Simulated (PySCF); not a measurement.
# What a mistake does to a calculation on BCGeH5N

These are calculations, not measurements. The program is PySCF 2.14.0, an open-source quantum chemistry code, run on an isolated molecule that a program drew, which may never have been made. The molecule is BCGeH5N (charge 0, doublet), drawn as the SMILES string `C=[B][GeH][NH2]`.

Each row is a Hartree-Fock (HF) and frozen-core CCSD(T) single point in the cc-pVDZ basis, meant for a local HF minimum. Run 1 is clean. Each other run has one planted mistake out of seven kinds, and not every kind appears here: one electron removed, one electron added, multiplicity raised by two, geometry at a saddle point, minimal basis STO-3G, one bond length entered in bohr, all coordinates scaled. The reference is restricted for singlets and unrestricted otherwise, and also for a bond in bohr. Adding or removing an electron swaps singlet and doublet. Electrons count all cores. HOMO and LUMO are orbital energies over both spins, the gradient is its largest component, and the lowest frequency (negative if imaginary) is given only where the gradient is small. Bond lengths are over the 8 bonds as drawn. T1 is the CCSD diagnostic: over 0.02 (restricted) or 0.045 (unrestricted) a single reference is doubtful. Germanium has the cc-pVDZ-PP basis, with a core potential (ECP10MDF) in place of its 10 inner electrons, and its 3s, 3p and 3d shells are frozen in CCSD(T).

Geometry of the clean run:
```xyz
9
BCGeH5N, angstrom
C    -2.6178    1.2419   -0.1225
B    -1.2344    1.3622   -0.0141
Ge    0.7495    1.2983    0.3534
N     1.7550    0.8201   -1.1034
H    -3.2113    1.9042   -0.7448
H    -3.1720    0.4771    0.4135
H     1.3790    2.5725    0.9241
H     2.7512    0.8346   -0.9721
H     1.4934   -0.0390   -1.5543
```

| run | electrons | basis functions | <S^2> | HOMO (eV) | LUMO (eV) | gradient (hartree/bohr) | lowest frequency (cm^-1) | mean bond (Å) | longest bond (Å) | T1 | HF (hartree) | CCSD(T) (hartree) | mistake |
|---|---|---|---|---|---|---|---|---|---|---|---|---|---|
| 1 | 55 | 90 | 0.813 | -8.19 | 0.93 | 1.1e-05 | 111 | 1.3697 | 2.019 | 0.0265 | -413.21767 | -413.74131 | no fault |
| 2 | 55 | 90 | 1.093 | -8.56 | 1.02 | 3.0e-02 | - | 1.5942 | 3.815 | 0.0464 | -413.13994 | -413.64971 | one bond length entered in bohr |
| 3 | 55 | 90 | 0.769 | -7.81 | 1.27 | 1.1e-01 | - | 1.2492 | 1.841 | 0.0183 | -413.13291 | -413.63968 | all coordinates scaled |
| 4 | 54 | 90 | 0.000 | -13.66 | -6.36 | 5.8e-02 | - | 1.3697 | 2.019 | 0.0262 | -412.95023 | -413.47708 | ? |

**Which mistake was planted in run 4, and what did it cost?**

It counts 54 electrons, one fewer than the clean run, at the same geometry and basis. So the mistake is: one electron removed. Subtracting run 1 and multiplying by 627.51 kcal/mol a hartree, the energy moved by 167.8 kcal/mol in HF and 165.8 kcal/mol in CCSD(T).

Cautions from the logs. Run 2: T1 is over the limit, so its CCSD(T) energy is less reliable; run 4: T1 is over the limit, so its CCSD(T) energy is less reliable.
